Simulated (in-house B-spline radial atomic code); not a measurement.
**BLYP excitations of B³⁺**

Method: BLYP. Computed with a B-spline radial code for spherical atoms: linear response of the closed shell 1s2 with the functional's adiabatic kernel; non-relativistic, point nucleus, no spin-orbit coupling, no double excitations, S, P, D and F terms only.

Command:
```bash
python run_td.py task.json out
```
Settings (radii: box in bohr, nucleus in fm):
```
Z                        5
electrons                2
configuration            1s2
hamiltonian              nr
method                   b88,lyp
box_radius               23.08
intervals                47
```

Time taken, with all properties: 1 thread of Intel(R) Xeon(R) Platinum 8488C (Sapphire Rapids), with other jobs on the host.

The lowest states, in the order of their Tamm-Dancoff energies; the method's threshold (minus the highest occupied level) is 231.84 eV. Labels give the largest channel, * marks a mixed state, and oscillator strengths are full-response dipole values. Semilocal kernels can invert the small singlet-triplet splittings of Rydberg terms. Energies in eV:

```csv
state,full response,Tamm-Dancoff,oscillator strength
1s → 2s 3S,?,?,-
1s → 2p 3P,190.59,190.62,-
1s → 2s 1S,190.83,190.94,-
1s → 2p 1P,194.38,194.41,0.483
1s → 3s 3S,?,?,-
1s → 3s 1S,215.72,215.75,-
1s → 3p 3P,216.05,216.05,-
1s → 3p 1P,216.80,216.81,0.0985
1s → 3d 3D,217.00,217.00,-
1s → 3d 1D,217.16,217.16,-
```

Where does 1s → 2s 3S lie?

At 185.74 eV in full response, 185.77 eV in Tamm-Dancoff.

Where does 1s → 3s 3S lie?

At 214.65 eV in full response, 214.66 eV in Tamm-Dancoff.

How large is the singlet-triplet splitting of 1s → 2s (S terms) in Tamm-Dancoff?

5.17 eV, from the unrounded values.

What polarisabilities and dispersion coefficient does the method give?

Dipole 0.02046 bohr³, quadrupole 0.003804 bohr⁵, C6 0.002739 hartree·bohr⁶ for two such species.
